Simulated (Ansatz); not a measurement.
Cost and result for the atomization energy of CH₅ClFGaSi (`F[CH]([GaH2])[SiH2]Cl`) (10 atoms, 9 bonds).

Z-matrix (Å, degrees):
```
C
Ga 1 1.998
Si 1 1.873 2 113.8
F 1 1.400 2 110.8 3 125.5
H 1 1.102 2 106.1 3 -117.8
H 2 1.568 1 118.3 3 56.5
H 2 1.562 1 118.4 3 -124.2
Cl 3 2.054 1 111.7 2 -175.5
H 3 1.484 1 107.7 2 -56.3
H 3 1.482 1 110.8 2 64.7
```

The species carries charge 0 and has multiplicity 1. Correlated methods include outer-core shells of Ga, which these sets cover unevenly. Scalar relativity is left out up to krypton. The structure was optimised at the PBE0-D4/def2-TZVP level. It is one conformer, not always the lowest. Program: Ansatz. All runs use 4 threads of an Arm Neoverse V1 on a shared host. Times are those of one run each, without the atoms' runs, and a repeat can differ threefold. Electronic energies, without spin–orbit coupling; frozen cores. CCSD(T)/CBS adds CCSD(T) − MP2 in def2-TZVPP to the MP2 limit, and its time is that of the two runs behind it. T1 = 0.012. With those shells the extrapolation isn't a true limit. B3LYP takes the VWN-RPA correlation (the form of Gaussian; ORCA's B3LYP/G).

CCSD(T)/CBS is a level of theory with its own doubt, some kJ/mol a heavy atom from the limit and from the frozen cores, so smaller differences don't rank the functionals.

```tsv
level	functions	wall time	atomization (kJ/mol)	difference from CCSD(T)/CBS	per bond
PBE-D4/def2-TZVPP (with forces)	264	3.3 s	3060.0	14.3	1.6
PBE0-D4/def2-TZVPP	264	4.9 s	3020.8	-24.9	-2.8
r2SCAN-D4/def2-TZVPP (with forces)	264	7 s	3051.7	6.0	0.7
B3LYP-D4/def2-TZVPP (with forces)	264	7.5 s	3010.1	-35.6	-4.0
B2PLYP/def2-TZVPP	264	7.5 s	2982.8	-62.9	-7.0
ωB97X-V/def2-TZVPP	264	12 s	3061.3	15.6	1.7
ωB97M-V/def2-TZVPP (with forces)	264	17 s	3041.9	-3.8	-0.4
MP2/def2-QZVPP	493	29 s	3058.5	12.8	1.4
CCSD(T)/def2-TZVPP	264	5 min	2967.1	-78.6	-8.7
CCSD(T)/CBS(def2)	–	5.5 min	3045.7	0.0	0.0
```

The D4 term adds +41.6 kJ/mol with B3LYP and +21.9 kJ/mol with PBE0; it sums over pairs of atoms, weighted by their polarisabilities, and B3LYP, whose exchange is more repulsive, gets the larger term. In def2-TZVPP, CCSD(T) changes the Hartree–Fock value by +752.1 kJ/mol (the triples alone add +44.6 kJ/mol) and MP2 by +796.8 kJ/mol; breaking electron pairs costs correlation energy, which Hartree–Fock lacks. From PBE to PBE0 (25 % exact exchange), in def2-TZVPP and without D4, the atomization energy moves by −35.6 kJ/mol: exact exchange takes away binding that semilocal exchange gives to molecules.
